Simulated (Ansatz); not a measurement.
(ClZn-mu-H)2 (Zn2H2Cl2), 6 atoms. Hardware: 2 threads of Intel Xeon Platinum 8488C on a shared host.

Correlated methods freeze 28 core orbitals.

Task: How many basis functions does each of these Ansatz runs have, and roughly what does it cost? PBE-D4/def2-TZVP, charge 0 singlet, energy and forces, from earlier orbitals; PBE-QIDH/def2-TZVP, charge 0 singlet, energy, from earlier orbitals; PBE-D4/def2-SVP, charge 0 singlet, relaxation, 12 steps; PBE0-D4/def2-SVP, charge 0 singlet, energy, from earlier orbitals; r2SCAN-D4/def2-TZVP, charge 0 singlet, energy, from earlier orbitals; MP2/def2-TZVP, charge 0 singlet, energy, from earlier orbitals; HF/def2-TZVP, charge 0 singlet, energy, from earlier orbitals; LDA (SPW92)/def2-TZVP, charge 0 singlet, energy, from earlier orbitals; HF/STO-3G, charge 0 singlet, energy; PBE0-D4/def2-TZVP, charge 0 singlet, energy, from earlier orbitals; PBE-D4/def2-SVP, charge 0 singlet, energy, from earlier orbitals; CCSD(T)/def2-SVP, charge 0 singlet, energy, from earlier orbitals.

Result: Other jobs shared the machine, so times can vary by a factor of up to 3. A dash marks memory too small to be measured apart from the calling script's.

```json
{"run": "PBE-D4/def2-SVP, charge 0 singlet, energy, from earlier orbitals", "functions": "108", "fitting or Cholesky vectors": "1222", "wall time": "1.4 s", "peak host memory (GiB)": "–"}
{"run": "LDA (SPW92)/def2-TZVP, charge 0 singlet, energy, from earlier orbitals", "functions": "182", "fitting or Cholesky vectors": "1520", "wall time": "1.4 s", "peak host memory (GiB)": "–"}
{"run": "PBE0-D4/def2-SVP, charge 0 singlet, energy, from earlier orbitals", "functions": "108", "fitting or Cholesky vectors": "1025", "wall time": "2.4 s", "peak host memory (GiB)": "–"}
{"run": "HF/STO-3G, charge 0 singlet, energy", "functions": "56", "fitting or Cholesky vectors": "583", "wall time": "2.5 s", "peak host memory (GiB)": "–"}
{"run": "PBE-D4/def2-TZVP, charge 0 singlet, energy and forces, from earlier orbitals", "functions": "182", "fitting or Cholesky vectors": "1520", "wall time": "2.8 s", "peak host memory (GiB)": "–"}
{"run": "HF/def2-TZVP, charge 0 singlet, energy, from earlier orbitals", "functions": "182", "fitting or Cholesky vectors": "1338", "wall time": "3.2 s", "peak host memory (GiB)": "–"}
{"run": "MP2/def2-TZVP, charge 0 singlet, energy, from earlier orbitals", "functions": "182", "fitting or Cholesky vectors": "1338", "wall time": "4.1 s", "peak host memory (GiB)": "–"}
{"run": "r2SCAN-D4/def2-TZVP, charge 0 singlet, energy, from earlier orbitals", "functions": "182", "fitting or Cholesky vectors": "1520", "wall time": "4.8 s", "peak host memory (GiB)": "–"}
{"run": "PBE0-D4/def2-TZVP, charge 0 singlet, energy, from earlier orbitals", "functions": "182", "fitting or Cholesky vectors": "1706", "wall time": "4.9 s", "peak host memory (GiB)": "0.6"}
{"run": "PBE-QIDH/def2-TZVP, charge 0 singlet, energy, from earlier orbitals", "functions": "182", "fitting or Cholesky vectors": "1338", "wall time": "7 s", "peak host memory (GiB)": "–"}
{"run": "CCSD(T)/def2-SVP, charge 0 singlet, energy, from earlier orbitals", "functions": "108", "fitting or Cholesky vectors": "1025", "wall time": "8 s", "peak host memory (GiB)": "–"}
{"run": "PBE-D4/def2-SVP, charge 0 singlet, relaxation, 12 steps", "functions": "108", "fitting or Cholesky vectors": "1222", "wall time": "22 s", "peak host memory (GiB)": "–"}
```
